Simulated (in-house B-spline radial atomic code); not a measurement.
Radial electron density of neutral indium, [Ar] 3d10 4s2 4p5 4d10 5s2 5p1 6d1. Computed with an all-electron radial atomic-structure program (B-spline basis): scalar-relativistic (X2C) RPBE, spin-polarised, spherical fractional occupations, Fermi nucleus of rms radius 4.6156 fm.

One-electron X2C: radii and densities carry no picture-change correction, so inner-shell <1/r> comes out high (for 1s by about 2 % at Z = 33, 5 % at 54, 10 % at 75, 30 % at 118) and <r> low.

Columns: r (bohr), 4πr²n(r) (electrons per bohr), bar.

```
0.000867    1.665 #
 0.00112    2.515 #
 0.00143    3.707 ##
 0.00184    5.489 ###
 0.00237    8.058 #####
 0.00305    11.66 #######
 0.00392    16.54 #########
 0.00504    22.96 #############
 0.00647    30.91 #################
 0.00832    40.17 ######################
  0.0107    49.77 ############################
  0.0138    58.14 #################################
  0.0177    62.94 ###################################
  0.0227    62.91 ###################################
  0.0292    58.63 #################################
  0.0376    54.24 ##############################
  0.0483     55.9 ###############################
  0.0621    66.07 #####################################
  0.0799    77.92 ############################################
   0.103    78.68 ############################################
   0.132    65.97 #####################################
    0.17    55.12 ###############################
   0.218    59.64 #################################
   0.281    65.24 ####################################
   0.361    50.87 ############################
   0.464    27.54 ###############
   0.596     18.9 ###########
   0.767    21.29 ############
   0.986    18.62 ##########
    1.27     10.9 ######
    1.63    5.247 ###
    2.09    2.692 ##
    2.69    1.439 #
    3.46   0.6352 
    4.45   0.2042 
    5.72  0.04906 
    7.36 0.005027 
    9.46 0.006759 
    12.2  0.05507 
    15.6   0.1056 
    20.1  0.04824 
    25.8 0.009056 
    33.2 0.0005225 
    42.7 7.013e-06 
    54.9 2.888e-08
```

On this grid the curve has 5 maxima, near 0.0177, 0.103, 0.281, 0.767, 15.6 bohr.

The 6d up radial function P(r) = rR(r), positive near the nucleus:

| r (bohr) | P |
| --- | --- |
| 0.0177 | 0.0003894 |
| 0.0292 | 0.001411 |
| 0.0483 | 0.004645 |
| 0.0799 | 0.01291 |
| 0.132 | 0.02708 |
| 0.218 | 0.03497 |
| 0.361 | 0.008837 |
| 0.596 | -0.04538 |
| 0.986 | -0.0542 |
| 1.63 | 0.0203 |
| 2.69 | 0.1252 |
| 4.45 | 0.162 |
| 7.36 | 0.03958 |
| 12.2 | -0.2346 |
| 20.1 | -0.2196 |
| 33.2 | -0.02286 |
